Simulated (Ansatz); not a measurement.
Total energies of mer-CoF3(H2O)3 (CoO₃F₃H₆) from Ansatz at PBE-D4/def2-TZVP, gas phase (1 Eh = 27.2114 eV = 2625.5 kJ/mol). The reference geometry is relaxed at r2SCAN-D4/def2-SVP.

```tsv
state	geometry	energy (Eh)
charge 0 singlet	reference	-1911.20780
charge 1 doublet	reference	-1910.87523
charge 1 doublet	relaxed at r2SCAN-D4/def2-SVP	-1910.89686
charge 0 triplet	relaxed at r2SCAN-D4/def2-SVP	-1911.19915
charge 0 quintet	relaxed at r2SCAN-D4/def2-SVP	-1911.20255
free Co atom (quartet)	–	-1382.48419
free F atom (doublet)	–	-99.66912
free O atom (triplet)	–	-75.00967
free H atom (doublet)	–	-0.49962
```

Question: Work out the vertical ionisation energy to the doublet.

Answer: E(charge 1 doublet) − E(charge 0 singlet) = -1910.87523 − (-1911.20780) = 0.33257 Eh = 9.05 eV. For comparison, −ε of the highest occupied level is 5.38 eV at this level, 3.67 eV less.

Question: How much does the charge 1 doublet relax, and what is the adiabatic ionisation energy?

Answer: Relaxation: -1910.87523 − (-1910.89686) = 0.02163 Eh = 0.59 eV. Adiabatic ionisation energy: 0.31094 Eh = 8.46 eV, without zero-point energy. 

Question: Which of the charge 0 states is lowest, and how far above it are the others?

Answer: The singlet. triplet: -1911.19915 − (-1911.20780) = 0.00865 Eh = 22.7 kJ/mol; quintet: -1911.20255 − (-1911.20780) = 0.00525 Eh = 13.8 kJ/mol.

Question: What is the binding energy per atom against free atoms?

Answer: Atoms: 1 × (-1382.48419) + 3 × (-99.66912) + 3 × (-75.00967) + 6 × (-0.49962) = -1909.51828 Eh. Binding: -1909.51828 − (-1911.20780) = 1.68952 Eh = 45.97 eV, or 3.54 eV for each of 13 atoms (no zero-point energy, no counterpoise term).
